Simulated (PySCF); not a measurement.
Compound: C5H5N3O.
Geometry (GFN2-xTB, Å), atoms numbered from 1 in this order:
```
atom  x, y, z in Å
C1     2.2224   -1.2380    0.0446
C2     1.4182   -0.1837   -0.0608
C3    -0.0109   -0.3093    0.0407
N4    -0.6946   -1.4094    0.2381
C5    -1.9866   -1.0091    0.2560
N6    -2.1557    0.2702    0.0824
N7    -0.8997    0.7542   -0.0600
C8    -0.6986    2.1035   -0.2649
O9     0.3655    2.6310   -0.4016
H10    1.8215   -2.2232    0.2110
H11    3.2907   -1.1379   -0.0324
H12    1.7967    0.8134   -0.2272
H13   -2.8016   -1.6886    0.4009
H14   -1.6681    2.6264   -0.2841
```

Method used: TDDFT PBE0/def2-SVPD, vertical, gas phase, core orbitals frozen in the response in PySCF.

Ground-to-excited transition dipoles (e·a0, same axes as the geometry; the sign carries no meaning), for the states with f of 0.002 or more among the lowest 6:

```
state  E (eV)      μx      μy      μz
   S1   4.450  -0.010  -0.018  -0.135
   S2   4.574   1.202  -0.798   0.044
   S4   5.770  -0.015  -0.723   0.104
   S6   6.342  -1.212  -0.322   0.116
```

Task: Work out the oscillator strengths.

Result: f = (2/3) ΔE |μ|² with ΔE in hartree (27.2114 eV).

| state | \|μ\|² (au) | \|μ\| (D) | f |
| --- | --- | --- | --- |
| S1 | 0.019 | 0.35 | 0.002 |
| S2 | 2.084 | 3.67 | 0.234 |
| S4 | 0.534 | 1.86 | 0.076 |
| S6 | 1.585 | 3.20 | 0.246 |

Task: What is the point group, and which symmetry does each of these states have?

Result: Cs. From a totally symmetric ground state, an allowed state transforms like the component of the dipole operator along its μ. Polarised normal to the mirror plane, so A″: S1. Polarised in the mirror plane, so A′: S2, S4 and S6.

Task: What angle do the transition dipoles of S4 and S6 make?

Result: |cos θ| = |μa·μb| / (|μa| |μb|) = 0.29, so θ ≈ 73° (taken between 0 and 90°, since the signs are arbitrary).

Task: How is the summed strength of these states shared among x, y and z?

Result: (2/3) Σ ΔE μα² gives 0.390 for x, 0.161 for y and 0.006 for z, 0.557 in all.

Task: What peak molar absorption coefficient would the strongest computed level give as a lone Gaussian band 0.3 eV wide at half height?

Result: ε(max) = 2.175×10⁸ f / FWHM, with the width in cm⁻¹. S6: 2.175×10⁸ × 0.2463 / 2420 ≈ 22000 L mol⁻¹ cm⁻¹.

One conformer stands for the species.
